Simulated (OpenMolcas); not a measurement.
**Tc4+: moving the ligands**

Tc4+ with 4 ligands (chloride) in tetrahedral coordination (Td) at 2.27 Å. Ligand basis ANO-RCC-VDZP.

```json
{
  "Program": "OpenMolcas 26.06",
  "Method": "CASSCF",
  "Basis": "ANO-RCC-VTZP [7s6p4d2f1g]",
  "Scalar Hamiltonian": "DKH2, point nucleus",
  "Active space": "3 electrons in 5 orbitals (4d)",
  "State averaging": "2S+1 = 4 even, 10 roots; 2S+1 = 2 even, 40 roots",
  "Spin-orbit coupling": "state interaction with AMFI integrals over the reference wave functions"
}
```

Runs around this geometry, states (labels of Td). Energies in cm-1 above the lowest state or level, χT in cm3 K/mol; under a threefold ground state the first gap can be a small split of the lowest multiplet, not the spin-orbit step.

| R (Å) | Ground state | First state of that spin | First gap with spin-orbit (degeneracies) | χT at 300 K | First state of another spin |
| --- | --- | --- | --- | --- | --- |
| 2.21 | 4T1 | 4T2 11503 | 537.6 (4, 2) | 0.957 | 2E 1063 |
| 2.27 | 4T1 | 4T2 10702 | 382.9 (4, 2) | 1.037 | 2E 2258 |
| 2.33 | 4T1 | 4T2 10006 | 314.9 (4, 2) | 1.041 | 2E 3352 |

Taking the first state of the same spin as R^-n, n = -ln(10006 / 11503) / ln(2.33 / 2.21) = 2.6 between the shortest and longest distance.

An orbital triplet at a regular site is open to Jahn-Teller coupling, which can distort the site and quench the lowest spin-orbit gaps and is left out. Without dynamic correlation the repulsion within the d shell is too large (B by tens of per cent), so at a given field states of lower spin stand too high. This shell can be high or low spin here, a state of another spin lies low, and with metal d orbitals alone active their balance is uncertain, so the ground spin may be wrong. With metal d orbitals alone the field can be off either way by tens of per cent. Ligand-to-metal charge-transfer states are missing. With no ligand orbital active B as a rule stays too high, so bands that hang on it stand too high and its fall with covalency is understated. The least metal-like active orbital is 67 % on the metal (Löwdin) and no ligand orbital is active, so the numbers are rough, and ground spin, moment and any spin crossover can be artefacts of this space; highly charged d ions in such sites are as a rule low spin (holds for R = 2.21). The least metal-like active orbital is 69 % on the metal (Löwdin) and no ligand orbital is active, so the numbers are rough, and ground spin, moment and any spin crossover can be artefacts of this space; highly charged d ions in such sites are as a rule low spin (holds for R = 2.27). The least metal-like active orbital is 71 % on the metal (Löwdin) and no ligand orbital is active, so the numbers are rough (holds for R = 2.33). No measured value stands beside these numbers; the geometry is a model, was not optimised and need not be the one that this ion takes.
